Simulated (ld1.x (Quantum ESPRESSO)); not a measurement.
**Before and after: TM semilocal potential for Co (Z = 27)**

| Quantity | Value |
| --- | --- |
| Element | cobalt (Co) |
| Generator | ld1.x (Quantum ESPRESSO) 7.5 |
| Type | norm-conserving Troullier–Martins (semilocal form) |
| Functional | LDA (PZ) |
| Relativity | scalar-relativistic |
| Frozen core | [Ar] |
| Valence charge | 9 |
| Reference configuration | 3d7 4s1 4p1 |
| Partial waves | 4s (bound): rc 1.85 bohr; 3d (bound): rc 1.40 bohr; 4f channel at 0.15 Ry: rc 3.55 bohr; 4p (bound): rc 3.30 bohr |
| Local potential | the p channel |
| Core correction | a·sin(br)/r model core inside 1.40 bohr |

Change: wave 4p (bound): rc 3.30 bohr becomes 4p (bound): rc 4.16 bohr.

Cutoffs: the cutoffs (Ry, on a coarse ladder) from which the occupation-weighted sum of valence levels, in a spherical-Bessel basis at the reference potential, stays within 10 and 1 mRy of its value at 400 Ry; they do not see the model core or the augmentation charge, which bear on the density cutoff. Errors are all-electron minus pseudo energies relative to the spin-unpolarised reference configuration.

Q: How do hardness, ghosts and transferability respond?

A: The potential gets neither clearly harder nor softer (140 Ry and 200 Ry → 140 Ry and 200 Ry); the number of tests that count goes from 8 to 9; of the 8 tests that both files solve, the error grows in 6 and shrinks in 0 by more than 15 % and 0.3 meV (median size 17.0 → 24.3 meV); neither file shows a bound ghost at the reference potential, the only one tested. More of the atom is replaced by a form fitted at one configuration, so other configurations suffer. A semilocal file is local in each channel, so a ghost entry of none says nothing of the separable form that plane-wave codes build from it.

```csv
quantity,base,changed
"cutoff, loose",140 Ry,140 Ry
"cutoff, tight",200 Ry,200 Ry
bound ghosts,none,none
"tests counted (converged, no solver errors)",8 of 9,9 of 9
"error for 3d7 4s2 4p0, meV [ΔE -4.43 eV]",+1.1,+4.1
"error for 3d7 4s1 4p0, meV [ΔE 4.87 eV]",-3.3,-5.8
"error for 3d7 4s0 4p0, meV [ΔE 21.95 eV]",-31,-42
"error for 3d7 4s0 4p1, meV [ΔE 10.32 eV]",+0.4,+7.0
"error for 3d7 4s0 4p2, meV [ΔE 4.72 eV]",+1.4,+5.6
"error for 3d6 4s0 4p0, meV [ΔE 58.14 eV]",-183,-219
"error for 3d7 4s1 4p1 (spin-polarised), meV [ΔE -2.99 eV]",+1130,+1133
"error for 3d7 4s2 4p0 (spin-polarised), meV [ΔE -6.41 eV]",+1178,+1181
```

Base: Tests not counted: 3d8 4s1 4p0 (pseudo-atom not self-consistent, printed error -471 eV).
